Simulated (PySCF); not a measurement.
C₂H₆BFO, SMILES CB(F)CO. Atoms are numbered in the order given.

```xyz
11

C      1.5990    -0.2427    -0.4409
B      0.3595     0.1700     0.4190
F      0.5259     0.7204     1.6319
C     -1.1382     0.0066    -0.0616
O     -1.1933    -0.5853    -1.3451
H      1.4190    -1.2127    -0.9303
H      1.6921     0.4883    -1.2650
H      2.5439    -0.2598     0.1215
H     -1.6752    -0.5911     0.7073
H     -1.6123     1.0122    -0.0357
H     -2.1162    -0.6722    -1.6042
```

Geometry optimised at ωB97X-D3(BJ)/def2-SVP. The structure was generated by enumeration, and PubChem lists no compound with its InChIKey, so it may never have been made. The values are those of a single conformer.

Level of theory: CAM-B3LYP/def2-TZVP (PySCF).

The molecule is in vacuum.

Computed frontier levels, gap, dipole moment and polarisability:
| Quantity | Value |
|---|---|
| highest occupied level | -9.59 eV |
| lowest empty level | 1.15 eV |
| orbital gap | 10.74 eV |
| dipole moment | 1.60 D |
| quadrupole, principal values (traceless, Buckingham form, about the centre of nuclear charge) | -7.88, 0.78, 7.10 D·Å |
| mean static polarisability | 42.0 bohr³ (6.22 Å³) |
| polarisability, principal values | 35.5, 43.6, 46.9 bohr³ |
